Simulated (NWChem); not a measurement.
System: BeSi2H6O; SMILES [O]([SiH3])[Be][SiH3]

```xyz
10

Be    -0.3507     0.2920     0.4304
Si    -1.5510     1.2771     1.9439
H     -1.9098     0.3481     3.0649
H     -2.8393     1.8049     1.3867
H     -0.8342     2.4423     2.5579
O      0.4360    -0.3548    -0.5556
Si     1.3570    -1.1176    -1.7006
H      0.4862    -1.9694    -2.5633
H      2.3792    -1.9777    -1.0352
H      2.0480    -0.1038    -2.5507
```
Atoms are numbered in this order, from 1.

All runs: NWChem. Pople sets run with spherical d functions. Structure relaxed at the PBE0/def2-SVP level. B3LYP is NWChem's, with the RPA form of VWN correlation. GIAO values for the isolated, static molecule; σ is the absolute isotropic shielding, δ = σ(reference) − σ with the isolated reference molecule computed at the same levels (1H: tetramethylsilane, 17O: water, 29Si: tetramethylsilane).

For level B3LYP/6-31G*:

| Item | Result |
|---|---|
| σ Be1 (ppm) | 103.4 |
| δ Si2 (ppm) | -104.4 |
| δ O6 (ppm) | 58.7 |
| δ Si7 (ppm) | -18.6 |
| δ H8 (rotor mean) (ppm) | 5.27 |

Task: How do the values read with level PBE0/pcSseg-1 instead?

Result: The σ Be1 (ppm) comes out as 100.4. The δ Si2 (ppm) is -144.1. The δ O6 (ppm) is 72.9. The δ Si7 (ppm) is -39.1. The δ H8 (rotor mean) (ppm) is 5.11.
